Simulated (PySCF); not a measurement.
# Successive Mo–H bond energies

Level of theory: PBE0 in PySCF with Mo def2-TZVP with ECP28, H def2-TZVP; scalar-relativistic core potentials, no spin–orbit coupling; density-fitted integrals.

Each entry is the lowest minimum that a search over a few typed start shapes (and spin states, where more than one is plausible) found, or that minimum re-optimised at the stated level; isomers with ligand–ligand bonds, or fragments after loss of a ligand pair, can lie lower.

Total energies (Eh), which compare only within these settings: H atom -0.50106.

| species | 2S+1 | group | E (Eh) | ZPE (kJ/mol) |
| --- | --- | --- | --- | --- |
| MoH₂ | 5 | C2v | -69.28343 | 25.3 |
| MoH₃ | 4 | C3v | -69.87711 | 43.5 |
| MoH₄ | 3 | Td | -70.47291 | 64.7 |
| MoH₅ | 2 | Cs | -71.05718 | 90.6 |
| MoH₆ | 1 | C3v | -71.65994 | 118.6 |

Q: What are De and D0 for MoH₃ → MoH₂ + H?

A: De = [(-69.28343) + (-0.50106) − (-69.87711)] × 2625.5 = 243 kJ/mol. The zero-point energy changes by -18.2 kJ/mol, so D0 = 225 kJ/mol.

Q: What are De and D0 for MoH₄ → MoH₃ + H?

A: De = [(-69.87711) + (-0.50106) − (-70.47291)] × 2625.5 = 249 kJ/mol. The zero-point energy changes by -21.2 kJ/mol, so D0 = 228 kJ/mol.

Q: What are De and D0 for MoH₅ → MoH₄ + H?

A: De = [(-70.47291) + (-0.50106) − (-71.05718)] × 2625.5 = 218 kJ/mol. The zero-point energy changes by -25.9 kJ/mol, so D0 = 193 kJ/mol.

Q: What are De and D0 for MoH₆ → MoH₅ + H?

A: De = [(-71.05718) + (-0.50106) − (-71.65994)] × 2625.5 = 267 kJ/mol. The zero-point energy changes by -27.9 kJ/mol, so D0 = 239 kJ/mol.

Atoms and open shells are unrestricted, without spin–orbit or basis-set superposition corrections.

One determinant describes each species, so states of open d or f shells may be missed.
